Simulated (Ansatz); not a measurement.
## Cost against result

Saddle point of GeH6Se, singlet (GeH₄ + H₂Se → GeH₄Se ([GeH3][SeH]) + H₂; bonds formed: Ge1–Se7, H2–H6; bonds broken: Ge1–H2, H6–Se7), PBE0-D4/def2-TZVP structure:

```json
{"atom": "Ge1", "x (Å)": "-0.7256", "y (Å)": "0.4360", "z (Å)": "-0.2927"}
{"atom": "H2", "x (Å)": "0.3092", "y (Å)": "-0.8222", "z (Å)": "-1.1247"}
{"atom": "H3", "x (Å)": "-1.9029", "y (Å)": "-0.4453", "z (Å)": "0.1146"}
{"atom": "H4", "x (Å)": "-0.4782", "y (Å)": "1.6973", "z (Å)": "0.5507"}
{"atom": "H5", "x (Å)": "-0.8757", "y (Å)": "0.9486", "z (Å)": "-1.7514"}
{"atom": "H6", "x (Å)": "0.6594", "y (Å)": "-1.0234", "z (Å)": "-0.2693"}
{"atom": "Se7", "x (Å)": "0.9667", "y (Å)": "-0.8612", "z (Å)": "1.5629"}
{"atom": "H8", "x (Å)": "2.0469", "y (Å)": "0.0702", "z (Å)": "1.2102"}
```

Barriers are electronic and count from the start structure reached by relaxing down the imaginary mode.

Ansatz 0.2.0; basis: as named in each row; cores frozen in the correlated methods. Filled d shells of the heavier atoms are correlated. The def2 sets are not built for correlating such inner shells, so the correlated values are less sure here. B3LYP uses VWN-RPA correlation. Extrapolation: Hartree–Fock as exp(−7.88 √X), correlation as X^−2.97.

Times are rough, for one single point on 4 threads of a shared host (Arm Neoverse V1).

The estimate by CCSD(T) at an estimated basis limit (MP2 extrapolated from triple and quadruple zeta, plus CCSD(T) − MP2 in triple zeta) is 2.344 eV.

| method | basis | time (s) | barrier (eV) | method less estimate |
| --- | --- | --- | --- | --- |
| HF | STO-3G | under 1 | 4.559 | 2.215 |
| SPW92 | def2-SVP | under 1 | 1.662 | -0.682 |
| PBE-D4 | STO-3G | under 1 | 3.150 | 0.806 |
| PBE-D4 | def2-SVP | under 1 | 1.870 | -0.474 |
| B3LYP-D4 | 6-31G | under 1 | 2.268 | -0.076 |
| SPW92 | def2-TZVPP | under 1 | 1.663 | -0.681 |
| PBE0-D4 | def2-SVP | under 1 | 2.122 | -0.222 |
| PBE-D4 | def2-TZVPP | 1 | 1.847 | -0.496 |
| BLYP-D4 | def2-TZVPP | 1 | 2.005 | -0.339 |
| BHLYP-D4 | def2-TZVPP | 2 | 2.437 | 0.093 |
| PBE0-D4 | def2-TZVPP | 2 | 2.073 | -0.271 |
| B3LYP-D4 | def2-TZVPP | 2 | 2.186 | -0.158 |
| CAM-B3LYP-D4 | def2-TZVPP | 2 | 2.392 | 0.048 |
| RPA on PBE | def2-TZVPP | 2 | 2.403 | 0.059 |
| r2SCAN-D4 | def2-TZVPP | 3 | 2.038 | -0.305 |
| CCSD(T) | def2-SVP | 3 | 2.621 | 0.277 |
| r2SCAN0-D4 | def2-TZVPP | 3 | 2.185 | -0.159 |
| B2PLYP | def2-TZVPP | 3 | 2.315 | -0.029 |
| PBE-QIDH | def2-TZVPP | 3 | 2.278 | -0.065 |
| wB97M-V | def2-SVP | 4 | 2.379 | 0.035 |
| wB97X-V | def2-TZVPP | 5 | 2.421 | 0.077 |
| B97M-V | def2-TZVPP | 6 | 2.246 | -0.098 |
| wB97M-V | def2-TZVPP | 6 | 2.345 | 0.001 |
| MP2 | def2-QZVPP | 13 | 2.314 | -0.030 |
| CCSD(T) | def2-TZVPP | 45 | 2.404 | 0.060 |

All methods are single points on the PBE0-D4 structures.

The T1 diagnostic stays at or below 0.014.

Labels in which every atom is bracketed show which atoms are joined, not bond orders.
